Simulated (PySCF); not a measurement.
**How methods differ on the excitation energy of Tl**

Tl [Xe] 4f14 5d10 6s2 6p1 (2P) → Tl [Xe] 4f14 5d10 6s1 6p2 (4P), as a difference of total energies. All numbers are calculated (PySCF 2.14, scalar relativity by spin-free X2C-1e, in aug-cc-pVTZ-DK3 (9s8p6d3f, 84 functions)). Correlated levels: valence: [Xe] 4f14 5d10 frozen. The calculations carry no spin-orbit coupling.

```json
{"method": "UHF", "excitation energy (cm⁻¹)": "34827"}
{"method": "MP2 (valence)", "excitation energy (cm⁻¹)": "39149"}
{"method": "SCS-MP2 (valence)", "excitation energy (cm⁻¹)": "40854"}
{"method": "CCSD (valence)", "excitation energy (cm⁻¹)": "40440"}
{"method": "CCSD(T) (valence)", "excitation energy (cm⁻¹)": "40539"}
```

Spin-orbit coupling is strong in these open shells (close to jj coupling). The scalar numbers leave it out and a first-order estimate fails, so it can dominate the gap to the real levels.
